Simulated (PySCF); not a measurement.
Species: C2H8BN2, net charge 0, doublet state. It need not be the lowest isomer of its formula. SMILES: [NH]B(N)CC
Coordinates optimised at B3LYP-D3(BJ)/def2-TZVP (Ansatz):
```
C
H 1 1.0932
H 1 1.0957 2 106.46
C 1 1.5377 2 109.16 3 118.34
H 4 1.0910 1 110.99 2 61.97
H 4 1.0921 5 107.44 1 -121.85
H 4 1.0923 5 107.88 6 -115.84
B 1 1.5968 2 110.65 3 -118.16
N 8 1.4062 1 120.31 2 147.81
H 9 1.0052 8 122.60 1 -2.27
H 9 1.0057 10 114.09 8 -177.77
N 8 1.4361 9 121.32 10 -175.50
H 12 1.0185 8 117.50 9 -105.70
```
Charge 0, spin multiplicity 2.

Dispersion corrections to the total energy (kcal/mol) from the dftd3 and dftd4 libraries through PySCF: D3(BJ) without and D4 with the three-body term, each with the damping fitted for the functional named.

```csv
functional,D3(BJ),D4
B3LYP,…,-8.20
r2SCAN,-1.61,-1.35
PBE,…,-5.17
CAM-B3LYP,-4.16,-4.33
B2GP-PLYP,…,-2.17
TPSSh,-6.36,-6.37
revPBE,-14.30,-17.42
```

Q: Some entries are withheld; supply them.

A: 
- B3LYP, D3(BJ): -9.35
- PBE, D3(BJ): -5.61
- B2GP-PLYP, D3(BJ): -3.02
